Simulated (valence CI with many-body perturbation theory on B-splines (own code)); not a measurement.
# Forbidden lines of Hf22+

Level of theory: relativistic CI+MBPT: four valence electrons over a frozen Dirac-Fock core [Kr] 4d10, a basis of 8 s, 8 p, 9 d, 9 f, 6 g, 3 h, 2 i functions for each j, with the one-electron correlation potential Σ1 (screened to all orders), the two-electron term Σ2, the three-electron term Σ3, Breit, model QED; selected single and double excitations, second order for the rest, scaled by the run's own slope (own B-spline code, finite nucleus).

No measured spectrum was set against this ion. As an estimate, terms of the open shell hold to a few per cent of their energy, and close levels can change places. Core correlation moves these levels by up to 3300 cm⁻¹, and in measured spectra 5 to 20 % of such shifts remained as error; rates that hang on mixing are uncertain with them. Only levels of the ground parity were solved; by the run's estimate the other parity begins above the list, which can be wrong where configurations are misplaced.

Lines 1 to 50 of 120 in falling wavelength, among levels below 119250 cm⁻¹, chosen from the decays that carry over 1 % of a level's rate. Wavelengths and rates use the calculated energies, so an error of 2000 cm⁻¹ moves a line at 3993 nm by 80 % and its rate by three times that or more. Weak lines are less certain than strong ones. Lines between different terms over intervals too small for the method are left out, as are lines whose strength nearly cancels. Where a level lies close to another of its J and parity, the split of strength between their lines is uncertain.

Names give the largest LS component (configuration and term), which can be under half, so a name can repeat, a term be missing and a line seem to break the LS rules; names also repeat where a configuration has a term twice. Letters in brackets count levels of one name in rising energy.

```
λ vac (nm)         Upper         Lower  Type   A (s⁻¹)  Branch %
      3993      4f4 5F_3  4f4 3G_4 [a]    M1  3.31e-01       1.1
      3513      4f4 5F_1      4f4 5F_2    M1  1.38e+00     100.0
      3036      4f4 5S_2      4f4 5F_3    M1  4.67e-01       3.7
      2347      4f4 5G_2      4f4 5F_3    M1  6.46e-01       2.1
      1921      4f4 3P_0      4f4 3P_1    M1  2.58e+00      11.1
      1904      4f4 3P_1      4f4 3D_2    M1  3.03e+00       1.1
      1485      4f4 5G_3      4f4 5F_3    M1  9.93e-01       1.3
      1436  4f4 3H_6 [a]      4f4 5G_6    M1  2.61e+00       3.6
      1366      4f4 5I_8      4f4 5I_7    M1  1.31e+01     100.0
      1227  4f4 3H_6 [a]      4f4 5G_5    M1  1.21e+01      16.6
      1195      4f4 5D_0      4f4 3P_1    M1  9.09e+00      22.5
      1193      4f4 5I_7      4f4 5I_6    M1  3.44e+01     100.0
      1136      4f4 5F_3      4f4 5F_2    M1  2.22e+01      75.8
      1101      4f4 5G_5  4f4 5F_5 [b]    M1  4.17e+00       1.8
      1083      4f4 5G_3  4f4 3G_4 [a]    M1  8.31e+00      10.8
      1081      4f4 5S_2      4f4 5F_1    M1  5.82e+00      46.4
      1025      4f4 5I_6      4f4 5I_5    M1  6.46e+01     100.0
     989.4      4f4 5G_5      4f4 5G_4    M1  4.38e+01      19.3
     979.0      4f4 5G_2      4f4 5F_1    M1  6.80e+00      22.2
     973.9      4f4 5G_6  4f4 5F_5 [b]    M1  1.50e+01       8.9
     935.3  4f4 5F_5 [b]      4f4 5F_4    M1  3.46e+01      17.1
     920.1      4f4 5I_5      4f4 5I_4    M1  7.23e+01     100.0
     883.8      4f4 3D_3      4f4 3D_2    M1  1.64e+01      11.0
     867.9      4f4 5F_4      4f4 5F_3    M1  4.36e+01      20.8
     863.0  4f4 5F_5 [b]  4f4 5F_5 [a]    M1  1.90e+01       9.4
     826.9      4f4 5S_2      4f4 5F_2    M1  6.24e+00      49.8
     765.6      4f4 5G_2      4f4 5F_2    M1  2.29e+01      74.7
     762.1      4f4 3D_3      4f4 5G_4    M1  4.86e+00       3.3
     761.6  4f4 5F_5 [a]  4f4 3G_4 [a]    M1  4.92e+01      39.7
     713.0      4f4 5F_4  4f4 3G_4 [a]    M1  4.14e+01      19.7
     691.7      4f4 5G_4      4f4 5G_3    M1  1.06e+02      29.2
     643.8      4f4 5G_3      4f4 5F_2    M1  4.45e+01      57.8
     614.9      4f4 3D_2      4f4 5G_3    M1  1.75e+01       5.3
     598.9  4f4 3G_3 [a]      4f4 5G_3    M1  3.80e+00       1.5
     591.0      4f4 3L_8      4f4 3M_8    M1  1.56e+01      11.6
     580.3  4f4 3H_6 [a]  4f4 5F_5 [b]    M1  9.32e-01       1.3
     550.5      4f4 3M_9      4f4 3M_8    M1  8.20e+01      60.2
     533.7      4f4 3D_2      4f4 5G_2    M1  3.87e+01      11.7
     521.7  4f4 3G_3 [a]      4f4 5G_2    M1  1.44e+02      56.1
     507.5      4f4 3D_2      4f4 5S_2    M1  4.86e+01      14.7
     496.6  4f4 3G_3 [a]      4f4 5S_2    M1  2.30e+01       9.0
     483.8      4f4 5G_5  4f4 5F_5 [a]    M1  3.64e+01      16.1
     482.9      4f4 3M_8      4f4 5I_8    M1  1.05e+02      62.6
     480.6      4f4 3K_8      4f4 3M_8    M1  1.59e+02      45.8
     464.8      4f4 3L_8      4f4 3L_7    M1  1.08e+02      80.6
     457.5      4f4 5G_6  4f4 5F_5 [a]    M1  7.81e+01      46.3
     457.1      4f4 3K_7      4f4 3L_7    M1  1.04e+02      22.5
     438.8      4f4 3D_3      4f4 5F_4    M1  3.94e+01      26.4
     437.5  4f4 3F_4 [a]      4f4 5F_4    M1  3.18e+01      11.1
     434.9      4f4 3D_2      4f4 5F_3    M1  1.08e+02      32.7
```
